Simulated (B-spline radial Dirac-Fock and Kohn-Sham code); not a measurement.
Method: multi-electron Dirac-Fock with separately optimised hole states, Breit and Lamb-shift corrections added in first order. Computed with a radial finite-basis atomic code. Electron correlation is not included.

Question: Identify the element and charge state from the binding energies below (tabulated ground configuration; the least bound level is included).

```csv
level,binding energy (eV)
1s,82275.9
2s,17659.2
2p1/2,17074.7
3s,6654.4
3p1/2,6408.8
3p3/2,5978.5
3d,5598.0
```

Answer: Pt⁵⁶⁺: Z = 78 with 22 electrons, [Ar] 3d4. The hydrogen-like estimate √(E/Ry) = 77.8 for the K level lies 0.2 below Z (screening lowers it, relativity raises it); the outermost level, at 5598.0 eV, fixes the charge.

Question: An atom or ion in its tabulated ground configuration has these computed binding energies (the last is its least bound level). Which is it?

| level | binding energy (eV) |
| --- | --- |
| K | 9431.5 |
| L1 | 1546.8 |
| L2 | 1400.2 |
| M1 | 487.3 |
| M2,3 | 438.4 |

Answer: Cu¹³⁺: Z = 29 with 16 electrons, [Ne] 3s2 3p4. The hydrogen-like estimate √(E/Ry) = 26.3 for the K level lies 2.7 below Z; the outermost level, at 438.4 eV, fixes the charge.
